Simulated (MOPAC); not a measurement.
MOPAC input (AM1):

```
AM1 PRECISE GNORM=0.05 LET XYZ GEO-OK AUX(PRECISION=9) THREADS=1
OPb

Pb   -0.00000000 1   -0.00000000 1   -0.17080970 1
O     0.00000000 1    0.00000000 1    1.75079948 1
```

From the last part of the output:

```
                                                       MOPAC v23.2.5 Linux

          FINAL HEAT OF FORMATION =         51.04597 KCAL/MOL =     213.57636 KJ/MOL

          COSMO AREA              =         80.83 SQUARE ANGSTROMS
          COSMO VOLUME            =         65.39 CUBIC ANGSTROMS

          GRADIENT NORM           =          0.02427          =       0.01716 PER ATOM
          IONIZATION POTENTIAL    =          9.400268 EV
          HOMO LUMO ENERGIES (EV) =         -9.400 -0.969
          NO. OF FILLED LEVELS    =          5
          MOLECULAR WEIGHT        =        223.1994         POINT GROUP:  C*v

          MOLECULAR DIMENSIONS (Angstroms)

            Atom       Atom       Distance
            O     2   Pb     1     1.97604
            O     2   Pb     1     0.00000
           Pb     1    O     2     0.00000

          SCF CALCULATIONS        =          8

   ATOM   CHEMICAL          X               Y               Z
  NUMBER   SYMBOL      (ANGSTROMS)     (ANGSTROMS)     (ANGSTROMS)

     1      Pb          0.00000000  *   0.00000000  *  -0.19802638  *
     2       O         -0.00000000  *   0.00000000  *   1.77801616  *

                             CARTESIAN COORDINATES

   1   Pb        0.000000000     0.000000000    -0.198026382
   2    O       -0.000000000     0.000000000     1.778016162

           Empirical Formula: O Pb  =     2 atoms

      MOLECULAR POINT GROUP   :   C*v

                  EIGENVALUES
 -31.02398 -17.35518  -9.78266  -9.78266  -9.40027  -0.96914  -0.96914   0.23713

              NET ATOMIC CHARGES AND DIPOLE CONTRIBUTIONS

  ATOM NO.   TYPE          CHARGE      No. of ELECS.   s-Pop       p-Pop
    1         Pb           0.743184        3.2568     1.92427     1.33255
    2          O          -0.743184        6.7432     1.91764     4.82555
 DIPOLE           X         Y         Z       TOTAL
 POINT-CHG.     0.000    -0.000    -7.054     7.054
 HYBRID        -0.000     0.000     2.067     2.067
 SUM           -0.000     0.000    -4.987     4.987

          ATOMIC ORBITAL ELECTRON POPULATIONS

     Atom    s        px        py        pz
    1 Pb   1.92427   0.48013   0.48013   0.37229
    2  O   1.91764   1.51987   1.51987   1.78581

 **********************
 *                    *
 * JOB ENDED NORMALLY *
 *                    *
 **********************

 == MOPAC DONE ==
```

The geometry given is a B3LYP-D3(BJ)/def2-TZVP minimum.
